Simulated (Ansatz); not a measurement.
# Nudged elastic band run: Cl3H5OSi2

Input:

```yaml
crystal:
  periodic: [false, false, false]
  atoms:
    - { symbol: Si, position_ang: [-0.0292, 0.367056, 0.000862] }
    - { symbol: Si, position_ang: [0.026014, 0.172445, 2.344837] }
    - { symbol: H, position_ang: [-1.03724, -0.785867, 2.803506] }
    - { symbol: H, position_ang: [1.386744, -0.209564, 2.841906] }
    - { symbol: H, position_ang: [-0.321537, 1.535765, 2.888802] }
    - { symbol: Cl, position_ang: [1.848076, 0.323962, -0.871189] }
    - { symbol: Cl, position_ang: [-0.937366, 2.158281, -0.542135] }
    - { symbol: Cl, position_ang: [-1.193375, -1.142024, -0.887196] }
    - { symbol: O, position_ang: [0.844882, -2.377537, 1.184822] }
    - { symbol: H, position_ang: [0.080156, -2.625703, 0.625984] }
    - { symbol: H, position_ang: [0.718046, -2.896514, 2.000502] }
basis:
  gaussian: { orbitals: def2-SVP }
hamiltonian:
  xc: pbe
neb:
  order_check: false
  images: 9
  f_tol: 0.03
  max_iterations: 60
  final_atoms:
    - { symbol: Si, position_ang: [-0.07022967, -0.72634175, -0.93190017] }
    - { symbol: Si, position_ang: [0.53365227, 0.01429126, 3.36673984] }
    - { symbol: H, position_ang: [-0.52803587, -0.979529, 2.98541276] }
    - { symbol: H, position_ang: [1.20279356, -0.44779224, 4.63132585] }
    - { symbol: H, position_ang: [-0.10133678, 1.35584526, 3.60204107] }
    - { symbol: Cl, position_ang: [1.91001389, -0.31724081, -1.25225434] }
    - { symbol: Cl, position_ang: [-1.00663656, 0.90183573, -0.06932763] }
    - { symbol: Cl, position_ang: [-1.00260652, -1.0994298, -2.7305573] }
    - { symbol: O, position_ang: [-0.11697486, -2.03970434, 0.06974156] }
    - { symbol: H, position_ang: [-0.98744641, -2.25772101, 0.45099454] }
    - { symbol: H, position_ang: [1.55200694, 0.1160867, 2.2684848] }
  initial_path:
    images:
      - { positions_ang: [[-0.0292, 0.367056, 0.000862], [0.026014, 0.172445, 2.344837], [-1.03724, -0.785867, 2.803506], [1.386744, -0.209564, 2.841906], [-0.321537, 1.535765, 2.888802], [1.848076, 0.323962, -0.871189], [-0.937366, 2.158281, -0.542135], [-1.193375, -1.142024, -0.887196], [0.844882, -2.377537, 1.184822], [0.080156, -2.625703, 0.625984], [0.718046, -2.896514, 2.000502]] }
      - { positions_ang: [[-0.0284666, 0.29789433, 0.00325236], [0.02139224, 0.13084704, 2.39227537], [-1.08884272, -0.72623673, 2.85759512], [1.31781912, -0.35849613, 2.88107829], [-0.20162371, 1.48921079, 2.93026576], [1.8733405, 0.27723042, -0.84041386], [-0.96628259, 2.0760891, -0.56307897], [-1.15277913, -1.25897948, -0.85468952], [0.82858525, -2.24211634, 1.06596046], [0.0932795, -2.59202431, 0.56757612], [0.68877814, -2.57311869, 1.95087987]] }
      - { positions_ang: [[-0.0277332, 0.22873266, 0.00564272], [0.01677047, 0.08924909, 2.43971373], [-1.14044543, -0.66660645, 2.91168424], [1.24889424, -0.50742826, 2.92025059], [-0.08171043, 1.44265657, 2.97172952], [1.898605, 0.23049883, -0.80963873], [-0.99519917, 1.99389721, -0.58402293], [-1.11218326, -1.37593497, -0.82218304], [0.8122885, -2.10669568, 0.94709891], [0.10640299, -2.55834562, 0.50916824], [0.65951029, -2.24972338, 1.90125775]] }
      - { positions_ang: [[-0.0269998, 0.15957098, 0.00803308], [0.01214871, 0.04765113, 2.4871521], [-1.19204815, -0.60697618, 2.96577336], [1.17996935, -0.65636039, 2.95942288], [0.03820286, 1.39610236, 3.01319328], [1.92386951, 0.18376725, -0.77886359], [-1.02411576, 1.91170531, -0.6049669], [-1.07158739, -1.49289045, -0.78967656], [0.79599175, -1.97127502, 0.82823737], [0.11952649, -2.52466693, 0.45076036], [0.63024243, -1.92632806, 1.85163562]] }
      - { positions_ang: [[-0.0262664, 0.09040931, 0.01042343], [0.00752695, 0.00605318, 2.53459046], [-1.24365087, -0.54734591, 3.01986249], [1.11104447, -0.80529252, 2.99859518], [0.15811614, 1.34954815, 3.05465704], [1.94913401, 0.13703567, -0.74808845], [-1.05303234, 1.82951342, -0.62591086], [-1.03099152, -1.60984594, -0.75717008], [0.779695, -1.83585435, 0.70937582], [0.13264999, -2.49098824, 0.39235248], [0.60097457, -1.60293275, 1.80201349]] }
      - { positions_ang: [[-0.025533, 0.02124764, 0.01281379], [0.00290518, -0.03554478, 2.58202883], [-1.29525359, -0.48771564, 3.07395161], [1.04211959, -0.95422465, 3.03776747], [0.27802943, 1.30299394, 3.0961208], [1.97439851, 0.09030409, -0.71731332], [-1.08194893, 1.74732152, -0.64685483], [-0.99039565, -1.72680142, -0.72466359], [0.76339825, -1.70043369, 0.59051428], [0.14577349, -2.45730955, 0.3339446], [0.57170672, -1.27953744, 1.75239137]] }
      - { positions_ang: [[-0.03447234, -0.12827024, -0.176129], [0.1090546, -0.02557757, 2.73897103], [-1.14181004, -0.58607831, 3.05624384], [1.07425438, -0.85293817, 3.35647915], [0.20215619, 1.3135642, 3.19730485], [1.96152159, 0.00879511, -0.82430152], [-1.06688646, 1.57822436, -0.53134939], [-0.99283782, -1.6013271, -1.12584234], [0.58732363, -1.76828782, 0.48635974], [-0.08087049, -2.41739184, 0.35735459], [0.76776676, -1.00041261, 1.85561005]] }
      - { positions_ang: [[-0.04341167, -0.27778812, -0.36507179], [0.21520402, -0.01561036, 2.89591323], [-0.9883665, -0.68444098, 3.03853607], [1.10638918, -0.75165169, 3.67519082], [0.12628295, 1.32413446, 3.29848891], [1.94864466, -0.07271387, -0.93128972], [-1.05182398, 1.4091272, -0.41584395], [-0.99527999, -1.47585277, -1.52702108], [0.41124901, -1.83614195, 0.38220519], [-0.30751447, -2.37747414, 0.38076458], [0.96382681, -0.72128778, 1.95882874]] }
      - { positions_ang: [[-0.052351, -0.427306, -0.55401458], [0.32135343, -0.00564316, 3.05285544], [-0.83492296, -0.78280365, 3.0208283], [1.13852397, -0.6503652, 3.9939025], [0.0504097, 1.33470473, 3.39967296], [1.93576774, -0.15422285, -1.03827793], [-1.03676151, 1.24003005, -0.30033851], [-0.99772217, -1.35037845, -1.92819982], [0.23517438, -1.90399608, 0.27805065], [-0.53415845, -2.33755643, 0.40417456], [1.15988685, -0.44216296, 2.06204743]] }
      - { positions_ang: [[-0.06129034, -0.57682387, -0.74295737], [0.42750285, 0.00432405, 3.20979764], [-0.68147942, -0.88116633, 3.00312053], [1.17065877, -0.54907872, 4.31261417], [-0.02546354, 1.34527499, 3.50085702], [1.92289082, -0.23573183, -1.14526613], [-1.02169903, 1.07093289, -0.18483307], [-1.00016434, -1.22490412, -2.32937856], [0.05909976, -1.97185021, 0.1738961], [-0.76080243, -2.29763872, 0.42758455], [1.3559469, -0.16303813, 2.16526612]] }
      - { positions_ang: [[-0.07022967, -0.72634175, -0.93190017], [0.53365227, 0.01429126, 3.36673984], [-0.52803587, -0.979529, 2.98541276], [1.20279356, -0.44779224, 4.63132585], [-0.10133678, 1.35584526, 3.60204107], [1.91001389, -0.31724081, -1.25225434], [-1.00663656, 0.90183573, -0.06932763], [-1.00260652, -1.0994298, -2.7305573], [-0.11697486, -2.03970434, 0.06974156], [-0.98744641, -2.25772101, 0.45099454], [1.55200694, 0.1160867, 2.2684848]] }
```

Command:

```bash
$ ansatz run input.yaml --threads 4 --pin off --max-ram 5120MiB --backend cpu --events-out ev --progress --plain --runs-dir out
```

Output, in part (warnings, iteration lines, the closing report on the highest movable image, with atoms numbered from 0):

```
NEB end point (image 0): max|allowed force component| = 8.478e-3 eV/Å (the criterion of neb.relax_end_points is 1.000e-2)
NEB end point (image 10): max|allowed force component| = 2.207e-2 eV/Å (the criterion of neb.relax_end_points is 1.000e-2)
NEB iter   1: max|band force component| = 5.726e0 eV/Å  barrier→ = 4.8566 eV  barrier← = 5.6068 eV  Δτ_max = 0.2000 Å  (307 SCF iters)
NEB iter   2: max|band force component| = 2.582e0 eV/Å  barrier→ = 2.6369 eV  barrier← = 3.3871 eV  Δτ_max = 0.2000 Å  (299 SCF iters)
NEB iter   3: max|band force component| = 1.701e0 eV/Å  barrier→ = 1.9908 eV  barrier← = 2.7410 eV  Δτ_max = 0.1961 Å  (275 SCF iters)
NEB iter   4: max|band force component| = 1.639e0 eV/Å  barrier→ = 1.7342 eV  barrier← = 2.4844 eV  Δτ_max = 0.2000 Å  (268 SCF iters)
NEB iter   5: max|band force component| = 1.407e0 eV/Å  barrier→ = 2.1079 eV  barrier← = 2.8581 eV  Δτ_max = 0.2000 Å  (268 SCF iters)
NEB iter   6: max|band force component| = 2.480e0 eV/Å  barrier→ = 2.3143 eV  barrier← = 3.0645 eV  Δτ_max = 0.1007 Å  (266 SCF iters)
NEB iter   7: max|band force component| = 2.087e0 eV/Å  barrier→ = 1.9816 eV  barrier← = 2.7317 eV  Δτ_max = 0.1012 Å  (261 SCF iters)
NEB iter   8: max|band force component| = 1.416e0 eV/Å  barrier→ = 1.5397 eV  barrier← = 2.2899 eV  Δτ_max = 0.1003 Å  (262 SCF iters)
NEB iter   9: max|band force component| = 7.183e-1 eV/Å  barrier→ = 1.5102 eV  barrier← = 2.2604 eV  Δτ_max = 0.1010 Å  (259 SCF iters)
NEB iter  10: max|band force component| = 7.916e-1 eV/Å  barrier→ = 1.6343 eV  barrier← = 2.3845 eV  Δτ_max = 0.0501 Å  (261 SCF iters)
NEB iter  11: max|band force component| = 7.281e-1 eV/Å  barrier→ = 1.6491 eV  barrier← = 2.3993 eV  Δτ_max = 0.0503 Å  (256 SCF iters)
NEB iter  12: max|band force component| = 6.477e-1 eV/Å  barrier→ = 1.6512 eV  barrier← = 2.4014 eV  CI = image 4  Δτ_max = 0.1008 Å  (258 SCF iters)
NEB iter  13: max|band force component| = 4.913e-1 eV/Å  barrier→ = 1.6946 eV  barrier← = 2.4448 eV  CI = image 4  Δτ_max = 0.2000 Å  (252 SCF iters)
NEB iter  14: max|band force component| = 4.068e-1 eV/Å  barrier→ = 1.7293 eV  barrier← = 2.4795 eV  CI = image 4  Δτ_max = 0.1999 Å  (252 SCF iters)
NEB iter  15: max|band force component| = 3.606e-1 eV/Å  barrier→ = 1.7128 eV  barrier← = 2.4630 eV  CI = image 4  Δτ_max = 0.1994 Å  (254 SCF iters)
NEB iter  16: max|band force component| = 4.652e-1 eV/Å  barrier→ = 1.6794 eV  barrier← = 2.4296 eV  CI = image 4  Δτ_max = 0.1010 Å  (251 SCF iters)
NEB iter  17: max|band force component| = 5.565e-1 eV/Å  barrier→ = 1.6954 eV  barrier← = 2.4455 eV  CI = image 4  Δτ_max = 0.0993 Å  (259 SCF iters)
NEB iter  18: max|band force component| = 5.782e-1 eV/Å  barrier→ = 1.6829 eV  barrier← = 2.4330 eV  CI = image 4  Δτ_max = 0.0502 Å  (256 SCF iters)
NEB iter  19: max|band force component| = 3.160e-1 eV/Å  barrier→ = 1.6749 eV  barrier← = 2.4251 eV  CI = image 4  Δτ_max = 0.0827 Å  (255 SCF iters)
NEB iter  20: max|band force component| = 2.101e-1 eV/Å  barrier→ = 1.6665 eV  barrier← = 2.4167 eV  CI = image 4  Δτ_max = 0.0590 Å  (253 SCF iters)
NEB iter  21: max|band force component| = 1.335e-1 eV/Å  barrier→ = 1.6603 eV  barrier← = 2.4105 eV  CI = image 4  Δτ_max = 0.0735 Å  (252 SCF iters)
NEB iter  22: max|band force component| = 1.329e-1 eV/Å  barrier→ = 1.6560 eV  barrier← = 2.4062 eV  CI = image 4  Δτ_max = 0.0370 Å  (258 SCF iters)
NEB iter  23: max|band force component| = 1.044e-1 eV/Å  barrier→ = 1.6522 eV  barrier← = 2.4024 eV  CI = image 4  Δτ_max = 0.0369 Å  (254 SCF iters)
NEB iter  24: max|band force component| = 1.262e-1 eV/Å  barrier→ = 1.6501 eV  barrier← = 2.4003 eV  CI = image 4  Δτ_max = 0.0185 Å  (253 SCF iters)
NEB iter  25: max|band force component| = 1.352e-1 eV/Å  barrier→ = 1.6486 eV  barrier← = 2.3988 eV  CI = image 4  Δτ_max = 0.0369 Å  (259 SCF iters)
NEB iter  26: max|band force component| = 1.423e-1 eV/Å  barrier→ = 1.6458 eV  barrier← = 2.3960 eV  CI = image 4  Δτ_max = 0.0369 Å  (252 SCF iters)
NEB iter  27: max|band force component| = 1.402e-1 eV/Å  barrier→ = 1.6429 eV  barrier← = 2.3931 eV  CI = image 4  Δτ_max = 0.0369 Å  (253 SCF iters)
NEB iter  28: max|band force component| = 1.323e-1 eV/Å  barrier→ = 1.6401 eV  barrier← = 2.3902 eV  CI = image 4  Δτ_max = 0.0369 Å  (256 SCF iters)
NEB iter  29: max|band force component| = 1.152e-1 eV/Å  barrier→ = 1.6375 eV  barrier← = 2.3876 eV  CI = image 4  Δτ_max = 0.0368 Å  (253 SCF iters)
NEB iter  30: max|band force component| = 1.041e-1 eV/Å  barrier→ = 1.6351 eV  barrier← = 2.3853 eV  CI = image 4  Δτ_max = 0.0369 Å  (252 SCF iters)
NEB iter  31: max|band force component| = 7.691e-2 eV/Å  barrier→ = 1.6332 eV  barrier← = 2.3833 eV  CI = image 4  Δτ_max = 0.0369 Å  (253 SCF iters)
NEB iter  32: max|band force component| = 1.209e-1 eV/Å  barrier→ = 1.6312 eV  barrier← = 2.3814 eV  CI = image 4  Δτ_max = 0.0184 Å  (254 SCF iters)
NEB iter  33: max|band force component| = 6.543e-2 eV/Å  barrier→ = 1.6304 eV  barrier← = 2.3805 eV  CI = image 4  Δτ_max = 0.0369 Å  (259 SCF iters)
NEB iter  34: max|band force component| = 7.388e-2 eV/Å  barrier→ = 1.6293 eV  barrier← = 2.3795 eV  CI = image 4  Δτ_max = 0.0369 Å  (251 SCF iters)
NEB iter  35: max|band force component| = 9.028e-2 eV/Å  barrier→ = 1.6287 eV  barrier← = 2.3789 eV  CI = image 4  Δτ_max = 0.0369 Å  (247 SCF iters)
NEB iter  36: max|band force component| = 1.063e-1 eV/Å  barrier→ = 1.6278 eV  barrier← = 2.3780 eV  CI = image 4  Δτ_max = 0.0369 Å  (252 SCF iters)
NEB iter  37: max|band force component| = 1.214e-1 eV/Å  barrier→ = 1.6273 eV  barrier← = 2.3775 eV  CI = image 4  Δτ_max = 0.0369 Å  (248 SCF iters)
NEB iter  38: max|band force component| = 1.340e-1 eV/Å  barrier→ = 1.6271 eV  barrier← = 2.3773 eV  CI = image 4  Δτ_max = 0.0368 Å  (252 SCF iters)
NEB iter  39: max|band force component| = 1.434e-1 eV/Å  barrier→ = 1.6270 eV  barrier← = 2.3771 eV  CI = image 4  Δτ_max = 0.0368 Å  (252 SCF iters)
NEB iter  40: max|band force component| = 1.505e-1 eV/Å  barrier→ = 1.6268 eV  barrier← = 2.3770 eV  CI = image 4  Δτ_max = 0.0735 Å  (252 SCF iters)
NEB iter  41: max|band force component| = 1.580e-1 eV/Å  barrier→ = 1.6267 eV  barrier← = 2.3769 eV  CI = image 4  Δτ_max = 0.1460 Å  (253 SCF iters)
NEB iter  42: max|band force component| = 1.696e-1 eV/Å  barrier→ = 1.6266 eV  barrier← = 2.3768 eV  CI = image 4  Δτ_max = 0.1450 Å  (241 SCF iters)
NEB iter  43: max|band force component| = 1.743e-1 eV/Å  barrier→ = 1.6266 eV  barrier← = 2.3768 eV  CI = image 4  Δτ_max = 0.1439 Å  (242 SCF iters)
NEB iter  44: max|band force component| = 1.837e-1 eV/Å  barrier→ = 1.6266 eV  barrier← = 2.3767 eV  CI = image 4  Δτ_max = 0.1175 Å  (237 SCF iters)
NEB iter  45: max|band force component| = 2.251e-1 eV/Å  barrier→ = 1.6265 eV  barrier← = 2.3767 eV  CI = image 4  Δτ_max = 0.0598 Å  (237 SCF iters)
NEB iter  46: max|band force component| = 2.279e-1 eV/Å  barrier→ = 1.6265 eV  barrier← = 2.3767 eV  CI = image 4  Δτ_max = 0.0299 Å  (237 SCF iters)
NEB iter  47: max|band force component| = 2.074e-1 eV/Å  barrier→ = 1.6265 eV  barrier← = 2.3767 eV  CI = image 4  Δτ_max = 0.0299 Å  (237 SCF iters)
NEB iter  48: max|band force component| = 1.528e-1 eV/Å  barrier→ = 1.6265 eV  barrier← = 2.3767 eV  CI = image 4  Δτ_max = 0.0299 Å  (224 SCF iters)
NEB iter  49: max|band force component| = 7.074e-2 eV/Å  barrier→ = 1.6265 eV  barrier← = 2.3767 eV  CI = image 4  Δτ_max = 0.0299 Å  (226 SCF iters)
NEB iter  50: max|band force component| = 4.592e-2 eV/Å  barrier→ = 1.6265 eV  barrier← = 2.3767 eV  CI = image 4  Δτ_max = 0.0297 Å  (227 SCF iters)
NEB iter  51: max|band force component| = 6.892e-2 eV/Å  barrier→ = 1.6265 eV  barrier← = 2.3767 eV  CI = image 4  Δτ_max = 0.0149 Å  (232 SCF iters)
NEB iter  52: max|band force component| = 4.445e-2 eV/Å  barrier→ = 1.6265 eV  barrier← = 2.3767 eV  CI = image 4  Δτ_max = 0.0149 Å  (226 SCF iters)
NEB iter  53: max|band force component| = 3.969e-2 eV/Å  barrier→ = 1.6265 eV  barrier← = 2.3767 eV  CI = image 4  Δτ_max = 0.0149 Å  (233 SCF iters)
NEB iter  54: max|band force component| = 3.053e-2 eV/Å  barrier→ = 1.6265 eV  barrier← = 2.3767 eV  CI = image 4  Δτ_max = 0.0149 Å  (234 SCF iters)
NEB iter  55: max|band force component| = 2.429e-2 eV/Å  barrier→ = 1.6265 eV  barrier← = 2.3767 eV  CI = image 4  Δτ_max = 0.0000 Å  (478 SCF iters)
Total energy: -55409.80303008 eV, -2036.2727032421 hartree
Atom 0 at     0.153557    -0.398786    -0.010538 Å, force     0.000320     0.000331    -0.000081 eV/Å
Atom 1 at     0.267248     0.093228     2.649143 Å, force    -0.000219    -0.000180     0.000077 eV/Å
Atom 2 at    -0.888524    -0.222970     3.575635 Å, force    -0.000014     0.000087     0.000013 eV/Å
Atom 3 at     1.552227    -0.248518     3.362134 Å, force     0.000032    -0.000016     0.000009 eV/Å
Atom 4 at     0.237581     1.575400     2.407843 Å, force     0.000037    -0.000004    -0.000036 eV/Å
Atom 5 at     1.974154     0.618154    -0.131739 Å, force    -0.000159    -0.000095     0.000017 eV/Å
Atom 6 at    -1.633620     0.694034     0.000770 Å, force     0.000173    -0.000030    -0.000025 eV/Å
Atom 7 at     0.045631    -1.144630    -1.993001 Å, force    -0.000153     0.000067     0.000119 eV/Å
Atom 8 at     0.128505    -2.111701     0.655721 Å, force    -0.001781     0.001824     0.003093 eV/Å
Atom 9 at    -0.427124    -2.814443     0.235553 Å, force     0.000697    -0.000573    -0.000191 eV/Å
Atom 10 at    -0.024434    -1.519469     1.639179 Å, force     0.001069    -0.001411    -0.002995 eV/Å
Dipole moment:    -0.195611    -0.579655     0.157165 e Å
```

The run converged. Beside the main top the profile has a ripple of under 15 meV (maxima at images 1, 4), which may be a very shallow well or noise. A structure lower than the first end lies on the path between it and the top, so the climb from that side starts below the end, which may itself be a saddle point or a shallow side well. A structure lower than the last end lies on the path between it and the top, so the climb from that side starts below the end, which may itself be a saddle point or a shallow side well. Neighbouring images differ by up to 2.3 eV, so the band resolves the path poorly. A vibrational analysis at the climbing image gives one clearly imaginary mode, 1032i cm⁻¹: a first-order saddle point. The orbitals stay closed-shell, which can raise the energy where a bond breaks towards radicals; this wasn't checked here.

Final band (atoms are numbered from 1 in the order of the input):

```json
{"image": "0", "path coordinate (Å)": "0.00", "energy (kJ/mol)": "0.0", "Si1–Si2 (Å)": "2.35", "O9–H11 (Å)": "0.98", "Si1–O9 (Å)": "3.11"}
{"image": "1", "path coordinate (Å)": "1.53", "energy (kJ/mol)": "0.5", "Si1–Si2 (Å)": "2.35", "O9–H11 (Å)": "0.98", "Si1–O9 (Å)": "3.47"}
{"image": "2", "path coordinate (Å)": "3.06", "energy (kJ/mol)": "-1.1", "Si1–Si2 (Å)": "2.35", "O9–H11 (Å)": "0.98", "Si1–O9 (Å)": "3.46"}
{"image": "3", "path coordinate (Å)": "4.59", "energy (kJ/mol)": "52.4", "Si1–Si2 (Å)": "2.37", "O9–H11 (Å)": "0.98", "Si1–O9 (Å)": "2.65"}
{"image": "4", "path coordinate (Å)": "6.11", "energy (kJ/mol)": "156.9", "Si1–Si2 (Å)": "2.71", "O9–H11 (Å)": "1.16", "Si1–O9 (Å)": "1.84"}
{"image": "5", "path coordinate (Å)": "8.04", "energy (kJ/mol)": "-66.7", "Si1–Si2 (Å)": "4.03", "O9–H11 (Å)": "2.46", "Si1–O9 (Å)": "1.65"}
{"image": "6", "path coordinate (Å)": "9.96", "energy (kJ/mol)": "-72.3", "Si1–Si2 (Å)": "4.49", "O9–H11 (Å)": "3.02", "Si1–O9 (Å)": "1.65"}
{"image": "7", "path coordinate (Å)": "11.88", "energy (kJ/mol)": "-72.8", "Si1–Si2 (Å)": "4.74", "O9–H11 (Å)": "2.89", "Si1–O9 (Å)": "1.65"}
{"image": "8", "path coordinate (Å)": "13.80", "energy (kJ/mol)": "-73.0", "Si1–Si2 (Å)": "4.63", "O9–H11 (Å)": "2.97", "Si1–O9 (Å)": "1.65"}
{"image": "9", "path coordinate (Å)": "15.73", "energy (kJ/mol)": "-74.5", "Si1–Si2 (Å)": "4.54", "O9–H11 (Å)": "3.80", "Si1–O9 (Å)": "1.65"}
{"image": "10", "path coordinate (Å)": "17.65", "energy (kJ/mol)": "-72.4", "Si1–Si2 (Å)": "4.40", "O9–H11 (Å)": "3.50", "Si1–O9 (Å)": "1.65"}
```

Time of the run: 13 min on 4 threads of Arm Neoverse V1 (shared host), peak memory 0.2 GiB.
